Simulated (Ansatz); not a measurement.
`N[SiH2][GeH3]` + NH₃ → `[NH2][GeH3]` + `N[SiH3]` at 298.15 K and 1 bar (cleavage of the Ge–Si bond).

Calculated with Ansatz (gas phase, PBE0-D4/def2-TZVP geometries, no zero-point term in ΔE). CCSD(T)/CBS adds triple-zeta CCSD(T) − MP2 to the extrapolated MP2 energy (def2 sets, frozen cores). This one scheme is used for every species. For Ge outer-core shells are correlated without core-valence functions, which leaves a few kJ/mol of doubt a bond. Scalar relativity is left out up to krypton. Each species was taken in one conformer, which may not be the lowest.

| species | CCSD(T)/CBS energy (Eh) | H − E (kJ/mol) | S (J/(mol·K)) |
| --- | --- | --- | --- |
| `N[SiH2][GeH3]` | -2424.12162 | 193.9 | 339.7 |
| NH₃ | -56.50880 | 100.5 | 192.4 |
| `[NH2][GeH3]` | -2133.81884 | 141.9 | 275.3 |
| `N[SiH3]` | -346.80422 | 145.7 | 264.3 |

H − E and S are ideal-gas, rigid-rotor, harmonic terms from PBE0-D4/def2-TZVP, for one conformer and one mirror image of each species. 1 Eh = 2625.50 kJ/mol, R = 8.31446 J/(mol·K).

By hand: ΔE, ΔH, ΔS and ΔG.

ΔE = (-2133.81884) + (-346.80422) − (-2424.12162) − (-56.50880) = 0.00736 Eh = 19.3 kJ/mol. Δ(H − E) = 141.9 + 145.7 − 193.9 − 100.5 = -6.8, so ΔH = 12.5 kJ/mol. ΔS = 275.3 + 264.3 − 339.7 − 192.4 = 7.5 J/(mol·K). ΔG = 12.5 − 298.15 × (7.5)/1000 = 10.3 kJ/mol.

By hand: the equilibrium constant, and the temperature at which ΔG would vanish if ΔH and ΔS stayed fixed.

log₁₀ K = −ΔG/(RT ln 10) = -1.8. ΔG = 0 at ΔH/ΔS = 1667 K, though so small a ΔS makes that figure unsure.

The number of gas molecules stays the same, so ΔS is small and ΔH decides. A doubt of 5 kJ/mol in ΔE shifts log₁₀ K by 0.9 here. Other conformers and mirror images would add mixing entropy, several J/(mol·K) or more a flexible species. These are equilibria of isolated gas molecules and say nothing of rates. Largest T1 diagnostic: 0.011 (customary marks: 0.02 for closed shells, 0.045 for open ones).
